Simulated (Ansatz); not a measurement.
Cost and result up the ladder for (H3Sn)2Se (Sn₂H₆Se) (9 atoms). Charge 0, multiplicity 1. Geometry: PBE0-D4/def2-SVP.

```xyz
9

Sn    1.645    0.874    0.321
H     2.323   -0.603    0.869
H     2.861    1.938   -0.235
H     0.721    1.588    1.578
Se    0.142    0.441   -1.686
Sn   -1.637   -0.853   -0.405
H    -2.332    0.159    0.792
H    -0.927   -2.226    0.339
H    -2.797   -1.318   -1.572
```

Ansatz on 4 threads of Arm Neoverse V2 on a shared host. Times are rough, and most runs start from the orbitals of an earlier one. ωB97X-V/def2-TZVP serves as the yardstick here, not as an exact answer. Differences are given only for rows in sets of like size (and for xTB, whose basis is part of the method), since another set adds its own error. Binding counts from free atoms at the same level (Sn triplet, H doublet, Se triplet; other spins of the atoms weren't run), without zero-point energy or a counterpoise term.

In the def2 sets Sn takes a core potential, while STO-3G treats all electrons; there is no spin–orbit coupling. B3LYP takes the VWN-RPA correlation. HSE06 is defined as in plane-wave codes, on full-range PBE exchange.

```tsv
level	functions	wall time	binding energy per atom (eV)	difference from ωB97X-V/def2-TZVP (eV)
HF/STO-3G	78	0.6 s	3.04	–
LDA (SPW92)/def2-TZVP	184	1.1 s	2.71	0.28
PBE0-D4/def2-SVP	114	1.6 s	2.32	–
PBE-D4/def2-TZVP	184	1.9 s	2.35	-0.08
PBE-D4/def2-TZVPD	223	2.8 s	2.35	-0.08
B3LYP-D4/def2-TZVP	184	2.9 s	2.37	-0.06
HSE06-D4/def2-TZVP	184	3.2 s	2.34	-0.09
CAM-B3LYP-D4/def2-TZVP	184	3.4 s	2.38	-0.04
r2SCAN-D4/def2-TZVP	184	3.9 s	2.38	-0.05
PBE0-D4/def2-TZVP (with forces)	184	4.3 s	2.35	-0.08
PBE0-D4/def2-TZVPD	223	4.4 s	2.35	-0.08
r2SCAN0-D4/def2-TZVP	184	5 s	2.36	-0.07
r2SCAN-D4/def2-TZVPD	223	5.5 s	2.38	-0.05
ωB97X-V/def2-TZVP	184	8 s	2.43	0.00
```
